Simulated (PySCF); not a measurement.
**`Cl[C@H](CC)/C=C\C#N`, C₆H₈ClN**

Geometry (Å), atoms numbered from 1 in this order:
```xyz
16

C    -2.2757   -0.4861    0.5334
C    -1.1636    0.4805    0.1480
C     0.0389   -0.2368   -0.4603
Cl   -0.4262   -0.9639   -2.0465
C     1.1682    0.6926   -0.7330
C     2.3891    0.5596   -0.2130
C     2.7414   -0.4788    0.6725
N     3.0421   -1.3130    1.3998
H    -3.1161    0.0592    0.9551
H    -1.9206   -1.2001    1.2732
H    -2.6220   -1.0343   -0.3389
H    -0.8151    1.0130    1.0374
H    -1.5389    1.2174   -0.5649
H     0.3552   -1.0699    0.1729
H     0.9531    1.5103   -1.4070
H     3.1826    1.2591   -0.4402
```

Computed with quadratic response LC-wPBE/def2-SVPD first hyperpolarisability, Taylor convention, gas phase in PySCF 2.14.0. Geometry: GFN2-xTB.

Q: Give the tensor of the second harmonic β(−2ω;ω,ω) at 1064 nm in the axes of these coordinates.

A: In au, Taylor convention; rows are the first index (the induced dipole):
|  | xx | yy | zz | xy | xz | yz |
| --- | --- | --- | --- | --- | --- | --- |
| x | -22.0 | +0.3 | -10.7 | -12.4 | +6.8 | +4.6 |
| y | -11.8 | -18.2 | +4.4 | -0.1 | +3.8 | +6.4 |
| z | +6.5 | +6.6 | +30.6 | +3.7 | -11.0 | +4.5 |

Norm of βᵢ = ⅓ Σⱼ (βᵢⱼⱼ + βⱼᵢⱼ + βⱼⱼᵢ): 60.5 au, hyper-Rayleigh value 23.7 au.
